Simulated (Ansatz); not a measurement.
Basis-set extrapolation for `CBC(O)(F)F` (PBE0-D4/def2-TZVP geometry, frozen core, Ansatz). Multiplicity 1, RHF reference.

```json
{"": "HF", "def2-TZVPP": "-377.233173", "def2-QZVPP": "-377.249802"}
{"": "MP2 correlation", "def2-TZVPP": "-1.167990", "def2-QZVPP": "-1.264447"}
{"": "CCSD(T) correlation", "def2-TZVPP": "-1.240309", "def2-QZVPP": "not run"}
```

Energies in hartree. Use E(X) = E(∞) + A·exp(−7.88·√X) for Hartree–Fock and E(X) = E(∞) + B·X^(−2.97) for correlation, with X = 3 and 4, and add CCSD(T) minus MP2 of the smaller set to the MP2 limit.

**Question.** What is the CCSD(T) energy at the basis-set limit?

**Answer.** HF limit: -377.249802 + (-0.016629) × 0.13774 = -377.25209. MP2 limit: -1.264447 + (-0.096457) × 0.74074 = -1.33590. Higher-order term: -1.240309 − (-1.167990) = -0.07232. Total: -378.66031 hartree, 117.2 kcal/mol below CCSD(T)/def2-TZVPP.
